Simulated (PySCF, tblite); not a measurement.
Isomers of C6H7Cl2NSi, one GFN2-xTB conformer each. Single-point energies are computed at PBE0/pcSseg-1 (PySCF, gas phase, no added dispersion term), electronic only.

Question: Rank them by PBE0/pcSseg-1 energy, lowest first (kcal/mol).
A. `[N:1]#[C:2][CH2:3][Si@@H:4]([Cl:5])[C:6]1=[C:7]([Cl:8])[CH2:9][CH2:10]1` with C2–C3–Si4–Cl5 -175°, C3–Si4–C6–C7 -16°
B. `[Cl:1][CH:2]([Cl:3])[SiH2:4][c:5]1[cH:6][cH:7][cH:8][cH:9][n:10]1` with Cl1–C2–Si4–C5 -66°, C2–Si4–C5–C6 135°
C. `[Cl:1][CH2:2][SiH2:3][c:4]1[n:5][cH:6][cH:7][cH:8][c:9]1[Cl:10]` with Cl1–C2–Si3–C4 180°, C2–Si3–C4–N5 0°

Answer: A (0.0), C (3.8), B (7.6).

As drawn, the lowest has a four-membered ring, a C≡N group and a C=C bond outside aromatic rings, which the highest lacks; the highest has an aromatic ring, which the lowest lacks. GFN2-xTB itself gives, in the same order: 11.0, 0.0, 8.7. GFN2-xTB puts ClC[SiH2]c1ncccc1Cl lowest instead; measured from each level's own lowest isomer, the values differ by up to 11.0 kcal/mol (N#CC[Si@@H](Cl)C1=C(Cl)CC1: 11.0 against 0.0).

Q: Which frontier levels, dipoles and rotational constants go with these structures?

A: 
```json
{"SMILES": "N#CC[Si@@H](Cl)C1=C(Cl)CC1", "HOMO (eV, PBE0/pcSseg-1)": "-7.59", "LUMO (eV)": "-1.15", "dipole (D)": "3.05", "A, B, C (MHz)": "926.7, 693.6, 502.1"}
{"SMILES": "ClC[SiH2]c1ncccc1Cl", "HOMO (eV, PBE0/pcSseg-1)": "-7.63", "LUMO (eV)": "-1.46", "dipole (D)": "4.45", "A, B, C (MHz)": "1487, 451.3, 348.3"}
{"SMILES": "ClC(Cl)[SiH2]c1ccccn1", "HOMO (eV, PBE0/pcSseg-1)": "-7.54", "LUMO (eV)": "-1.37", "dipole (D)": "4.21", "A, B, C (MHz)": "1885, 433.8, 414.7"}
```

Q: What happens when harmonic zero-point energies from GFN2-xTB frequencies are added?

A: 
```json
{"SMILES": "N#CC[Si@@H](Cl)C1=C(Cl)CC1", "ZPE (kcal/mol)": "70.6", "electronic (kcal/mol)": "0.0", "with ZPE (kcal/mol)": "0.0"}
{"SMILES": "ClC[SiH2]c1ncccc1Cl", "ZPE (kcal/mol)": "69.3", "electronic (kcal/mol)": "3.8", "with ZPE (kcal/mol)": "2.4"}
{"SMILES": "ClC(Cl)[SiH2]c1ccccn1", "ZPE (kcal/mol)": "69.2", "electronic (kcal/mol)": "7.6", "with ZPE (kcal/mol)": "6.2"}
```

The zero-point energies span 1.4 kcal/mol. The order is unchanged.

Q: As an exercise, what shares would exp(−E/RT) give at 1000 K from these electronic energies alone (no entropy, no degeneracies)?

A: RT = 1.987 kcal/mol: N#CC[Si@@H](Cl)C1=C(Cl)CC1 85.4 %, ClC[SiH2]c1ncccc1Cl 12.7 %, ClC(Cl)[SiH2]c1ccccn1 1.8 %.
